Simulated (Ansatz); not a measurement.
Species: SiBr$_{4}$, charge 0, singlet. SiBr4 (tetrabromosilane, SMILES Br[Si](Br)(Br)Br).
B3LYP-D3(BJ)/def2-TZVP minimum from Ansatz (a program for electronic structure):
```xyz
5

Br    -1.1859    -1.4793    -1.1334
Si     0.0000     0.0000     0.0000
Br    -1.1007     1.9130     0.0899
Br     1.9412     0.3140    -1.0061
Br     0.3454    -0.7477     2.0496
```
Charge 0, spin multiplicity 1.

Total energies in hartree (Ansatz). UHF or UKS for unpaired electrons; spin-orbit terms are left out. Cores are frozen in correlated methods (noble-gas shells, and filled d and f shells in the p block). No relativity. Spin-orbit terms, left out, reach several kcal/mol for Br and I, and more for heavier atoms.

| species | HF/def2-TZVPP | CCSD(T)/def2-TZVPP | HF/def2-QZVPP | CCSD(T)/def2-QZVPP | CCSD(T)/def2-SVP | CCSDT(Q)/def2-SVP |
|---|---|---|---|---|---|---|
| 1: SiBr4 (SMILES Br[Si](Br)(Br)Br) | -10578.80634 | -10579.64685 | -10579.01237 | -10579.93704 | -10578.05621 | -10578.05841 |
| 2: Br (doublet) | -2572.39810 | -2572.55635 | -2572.44770 | -2572.62201 | -2572.19581 | -2572.19614 |
| 3: Si (triplet) | -288.85084 | -288.92770 | -288.85873 | -288.93839 | -288.81556 | -288.81596 |

Q: Work out the atomisation energy (electronic, to ground-state atoms) in kJ/mol: take Hartree-Fock from def2-QZVPP, extrapolate the CCSD(T) correlation energy as X^-3 (X = 3, 4), and add CCSDT(Q) - CCSD(T) in def2-SVP. 1 hartree = 2625.5 kJ/mol.

A: 
Species 1: correlation (64·(-0.92467) - 27·(-0.84051))/37 = -0.98608; step -0.00220; E1 = -10579.01237 + (-0.98608) + (-0.00220) = -10580.00065
Species 2: correlation (64·(-0.17431) - 27·(-0.15825))/37 = -0.18603; step -0.00033; E2 = -2572.44770 + (-0.18603) + (-0.00033) = -2572.63406
Species 3: correlation (64·(-0.07966) - 27·(-0.07686))/37 = -0.08170; step -0.00040; E3 = -288.85873 + (-0.08170) + (-0.00040) = -288.94083
-1·E1 +4·E2 +1·E3 = 0.52358 hartree = 1374.7 kJ/mol.
